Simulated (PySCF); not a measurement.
WO₂Cl₂, SMILES [O]=[W](=[O])([Cl])[Cl], multiplicity 1.

Geometry optimised at PBE-D3(BJ)/def2-SVP. The multiplicity is an assumed one; no other spin state was optimised. The isomer is the one that the SMILES or the coordinates give; other isomers of the formula were not compared. The def2 effective core potentials stand for the cores of W; spin–orbit coupling is left out.

Two levels are set side by side: PBE/def2-TZVP (PySCF) and M06-2X/def2-TZVP (PySCF). Same geometry, gas phase. Differences are taken from unrounded values.

```tsv
quantity	M06-2X
orbital gap (eV)	8.70
highest occupied level (eV)	-11.34
lowest empty level (eV)	-2.64
dipole moment (D)	2.05
mean polarisability (bohr³)	65.7
```

Question: What does PBE give, and how far is it from M06-2X? (The exact figures need the calculation; the answer reports its results.)

Answer: 
```csv
quantity,PBE,PBE minus M06-2X
orbital gap (eV),3.98,-4.72
highest occupied level (eV),-8.09,3.25
lowest empty level (eV),-4.11,-1.47
dipole moment (D),1.88,-0.17
mean polarisability (bohr³),68.4,2.7
```

PBE's occupied levels lie high since its potential decays too fast outside the molecule; exact exchange lowers them and widens the gap. PBE's more diffuse valence density responds more strongly to a field. Differences between two approximate levels are no errors against the true value.

Rough cost on one machine, each run with all the roots and properties that it gave: M06-2X against PBE about 4 times.
